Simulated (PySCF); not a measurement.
**Be+ (beryllium, charge +1) across methods**

[He] 3d1, 2D determinant (an excited configuration). Calculation: PySCF 2.14, in dyall-av2z; the non-relativistic Hamiltonian (point nucleus).

| method | E (hartree) | mean ε 1s α (eV) | mean ε 1s β (eV) | mean ε 3d α (eV) | Σ⟨r²⟩ (bohr²) | ⟨S²⟩ |
| --- | --- | --- | --- | --- | --- | --- |
| LDA | -13.6761 | -124.12 | -124.12 | -4.462 | 23.39 | 0.750 |
| UHF | -13.82514 | -147.50 | -147.50 | -5.823 | 23.27 | 0.750 |
| wB97X-V | -13.8800 | -133.18 | -133.18 | -6.111 | 23.02 | 0.750 |
| PBE | -13.8632 | -125.55 | -125.54 | -4.768 | 23.25 | 0.750 |
| PBE0 | -13.8660 | -131.23 | -131.23 | -5.082 | 23.26 | 0.750 |
| r2SCAN | -13.8899 | -127.85 | -127.86 | -4.615 | 23.46 | 0.750 |
| MN15 | -13.8939 | -130.90 | -130.90 | -4.159 | 21.31 | 0.750 |
| B97-3 | -13.9084 | -131.90 | -131.91 | -5.185 | 23.38 | 0.750 |

Q: Estimate the same row for BHandHLYP.

A: E (hartree) = -13.8852; mean ε 1s α (eV) = -137.22; mean ε 1s β (eV) = -137.22; mean ε 3d α (eV) = -5.272; Σ⟨r²⟩ (bohr²) = 23.10; ⟨S²⟩ = 0.750.

The outer electron is Rydberg-like, and this basis confines it to a smaller radius and binds it less than a complete one would.
